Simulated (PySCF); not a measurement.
Gas-phase reaction: 2 TaF₅ + O₂ ⇌ 2 TaOF₃ + 2 F₂

Energies from PySCF, thermal terms from the rigid-rotor harmonic-oscillator model, ideal gas at 1 bar. † marks an energy on the PBE0/def2-TZVP geometry and frequencies. Open shells (unrestricted): O₂ (multiplicity 3); the rest are closed-shell singlets. B3LYP is the form with VWN-RPA correlation. Ta: scalar-relativistic def2 core potential, no spin-orbit coupling. TaOF₃: computed as isolated molecules; such fragments, hydroxides, amides, oligomers or adducts are transient or little studied in the gas. The harmonic model lacks anharmonicity and excited electronic states, which grow with temperature; levels with a mode under 35 cm⁻¹ are left out. Soft modes under 120 cm⁻¹ make the harmonic entropy rough for TaF₅.

ΔH° and ΔS° at 298 K: B3LYP/def2-TZVP† 939 kJ, 151 J/K; BLYP/def2-TZVP† 891 kJ, 151 J/K; PBE/def2-TZVP† 900 kJ, 151 J/K; PBE0/def2-SVP† 995 kJ, 151 J/K; r2SCAN/def2-TZVP† 980 kJ, 151 J/K.

With the heat capacities included, give log10 K (1 bar) at 500, 1000, 1200, 1800, 2000 K from B3LYP/def2-TZVP†, BLYP/def2-TZVP†, PBE/def2-TZVP†, PBE0/def2-SVP†, r2SCAN/def2-TZVP†.


| T (K) | B3LYP/def2-TZVP† | BLYP/def2-TZVP† | PBE/def2-TZVP† | PBE0/def2-SVP† | r2SCAN/def2-TZVP† |
|---|---|---|---|---|---|
| 500 | -90.3 | -85.2 | -86.2 | -96.1 | -94.5 |
| 1000 | -41.5 | -38.9 | -39.5 | -44.4 | -43.6 |
| 1200 | -33.4 | -31.3 | -31.7 | -35.8 | -35.1 |
| 1800 | -20.0 | -18.6 | -18.8 | -21.6 | -21.1 |
| 2000 | -17.3 | -16.0 | -16.3 | -18.7 | -18.3 |
